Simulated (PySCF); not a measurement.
MnO: energy against distance

Set-up: PySCF, spin-free X2C with a Gaussian nucleus, basis sets Mn x2c-TZVPPall, O x2c-TZVPPall. Energies in eV from Mn (3d5 4s2) + O in their ground configurations at the same level. State: ⁶Σ⁺ (sextet), unpaired electrons σ ↑, π ↑↑, δ ↑↑.

```csv
R (Å),PBE0,HSE06
1.397,-2.571,-2.563
1.462,-3.368,-3.366
1.528,-3.798,-3.801
1.576,-3.944,-3.950
1.625,-3.980,-3.988
1.674,-3.934,-3.945
1.739,-3.784,-3.798
1.820,-3.512,-3.529
1.917,-3.128,-3.148
2.047,-2.597,-2.619
```

Put a parabola through the three lowest points of the PBE0 curve and estimate Re, k and ωe (reduced mass 12.39 u; 1 eV/Å² = 0.16022 mdyn/Å; ωe = 1302.8·√(k/μ) cm⁻¹).

Through R = 1.576, 1.625, 1.674 Å the second-order coefficient is 17.1 eV/Å², so Re ≈ 1.622 Å, k ≈ 5.47 mdyn/Å and ωe ≈ 866 cm⁻¹. A polynomial fit of higher order to the unrounded PBE0 energies gives Re = 1.619 Å, k = 5.68 mdyn/Å, ωe = 882 cm⁻¹; anharmonicity and rounding make the difference.

The higher-order fit for each curve: PBE0: Re = 1.619 Å, ωe = 882 cm⁻¹, De = 3.98 eV; HSE06: Re = 1.621 Å, ωe = 879 cm⁻¹, De = 3.99 eV.

The metal atom is held in its measured ground configuration; semilocal functionals can put another filling of s and d lower by some tenths of an eV, and De to that atom would be smaller. ⟨S²⟩ of the unrestricted solution departs from its pure value on part of the curve, where spin states mix. The state is the lowest single determinant that the PBE0 search found; with open d or f shells the true ground state can be another one.
